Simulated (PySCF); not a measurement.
One of the candidates below gave these computed data.

All candidates are C8H10O2.

| technique | computed result |
| --- | --- |
| 1H NMR | chemical shifts (computed TMS as zero) by class: 7.32 (1 H), 6.55 (1 H), 6.41 (1 H), 5.72 (1 H), 5.69 (1 H), 5.68 (1 H), 5.56 (1 H), 4.16 (3 H) ppm [GIAO PBE0/pcSseg-1] |
| NMR, other nuclei | isotropic shieldings of nuclei other than C and H, by class: -109 (1 O), 137 (1 O) ppm [GIAO PBE0/pcSseg-1] |
| 13C NMR | chemical shifts (computed TMS as zero) by class: 174.3 (1 C), 146.0 (1 C), 143.8 (1 C), 142.7 (1 C), 141.9 (1 C), 130.5 (1 C), 126.3 (1 C), 50.5 (1 C) ppm [GIAO PBE0/pcSseg-1] |
| Dipole | 1.61 D [PBE0/pcSseg-1] |
| Rotational structure | rotational constants A, B, C: 1.845, 0.956, 0.689 GHz [GFN2-xTB] |

Gas-phase values; electronic properties from PySCF, density fitting. Levels stand in brackets. The structure is a single GFN2-xTB conformer in the gas phase; no vibrational or solvent corrections. GFN2-xTB frequencies show an imaginary mode (30i cm⁻¹), so this geometry is no minimum at that level. Each NMR value is the plain mean over a class of atoms that symmetry, rotation or inversion makes alike.

Question: Which candidate is it?
A. `C=C/C=C/C(=C)OC(C)=O`
B. `C=C/C=C(/C=C)C(=O)OC`
C. `O=C1C=C(C2CCC2)CO1`

Answer: B. It is `C=C/C=C(/C=C)C(=O)OC`. Numbering: `[CH2:1]=[CH:2]/[CH:3]=[C:4](/[CH:5]=[CH2:6])[C:7](=[O:8])[O:9][CH3:10]`. Its formula, C8H10O2, gives 4 degrees of unsaturation: 0 rings and 4 π bonds in the structure found. 8 carbons fall into 8 classes; from least to most shielded: ester carbonyl carbon [C7] (174.3 ppm), alkene CH carbon [C3] (146.0 ppm), alkene CH carbon [C5] (143.8 ppm), alkene CH carbon [C2] (142.7 ppm), fully substituted alkene carbon [C4] (141.9 ppm), terminal =CH2 carbon [C1] (130.5 ppm), terminal =CH2 carbon [C6] (126.3 ppm), methoxy carbon [C10] (50.5 ppm). Hydrogen classes from least to most shielded: 1 H on an alkene CH carbon, C2 (7.32 ppm), 1 H on an alkene CH carbon, C5 (6.55 ppm), 1 H on an alkene CH carbon, C3 (6.41 ppm), 1 H on a terminal =CH2 carbon, C1 (5.72 ppm), 1 H on a terminal =CH2 carbon, C1 (5.69 ppm), 1 H on a terminal =CH2 carbon, C6 (5.68 ppm), 1 H on a terminal =CH2 carbon, C6 (5.56 ppm), 3 H on a methoxy carbon, C10 (4.16 ppm, a mean of values up to 1.9 ppm apart in this geometry). The other shieldings belong to: -109 ppm, ester carbonyl oxygen [O8]; 137 ppm, ester single-bonded oxygen [O9]. The optimised geometry has point group C1 and is an asymmetric top.

The others, at the same levels:
- `C=C/C=C/C(=C)OC(C)=O` fails: its computed 13C shifts are 173.4 (1 C), 158.2 (1 C), 144.7 (1 C), 138.1 (1 C), 135.9 (1 C), 127.2 (1 C), 115.2 (1 C), 24.2 (1 C) ppm, 1H shifts are 6.79 (1 H), 6.65 (1 H), 6.13 (1 H), 5.65 (1 H), 5.63 (1 H), 5.55 (1 H), 5.47 (1 H), 2.25 (3 H) ppm and rotational constant A is 2.361 GHz (against 1.845 GHz).
- `O=C1C=C(C2CCC2)CO1` fails: it has 7 carbon classes against 8; its computed 13C shifts are 181.7 (1 C), 176.6 (1 C), 122.1 (1 C), 73.5 (1 C), 35.0 (1 C), 28.2 (2 C), 18.1 (1 C) ppm, 1H shifts are 5.84 (1 H), 4.68 (2 H), 3.20 (1 H), 2.34 (2 H), 2.17 (1 H), 2.15 (2 H), 1.94 (1 H) ppm and rotational constant A is 3.658 GHz (against 1.845 GHz).

Each candidate is one conformer, not necessarily the lowest. Dipoles, sizes and rotational constants follow the conformer. The torsions of the flexible species, by atom-mapped SMILES:
- `[CH2:1]=[CH:2]/[CH:3]=[C:4](/[CH:5]=[CH2:6])[C:7](=[O:8])[O:9][CH3:10]`: C1–C2–C3–C4 179°, C3–C4–C5–C6 -170°, C3–C4–C7–O8 51°, C4–C7–O9–C10 179°
- `[CH2:1]=[CH:2]/[CH:3]=[CH:4]/[C:5](=[CH2:6])[O:7][C:8]([CH3:9])=[O:10]`: C1–C2–C3–C4 179°, C3–C4–C5–C6 -179°, C4–C5–O7–C8 -140°, C5–O7–C8–C9 180°
- `[O:1]=[C:2]1[CH:3]=[C:4]([CH:5]2[CH2:6][CH2:7][CH2:8]2)[CH2:9][O:10]1`: C3–C4–C5–C6 13°
